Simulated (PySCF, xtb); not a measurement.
C4H4Cl2, SMILES C=C=C(Cl)CCl.

GFN2-xTB in xtb at its own geometry gives an orbital gap of 4.30 eV and a dipole moment of 2.89 D.

Coordinates come from a B3LYP-D3(BJ)/def2-SVP optimisation. The values are those of a single conformer.

**Question.** What does PBE/def2-TZVP (PySCF) give? (Estimate from the structure and the level; the computed values follow.)

**Answer.** gap 4.28 eV (levels -6.36 and -2.08 eV), dipole 2.68 D.
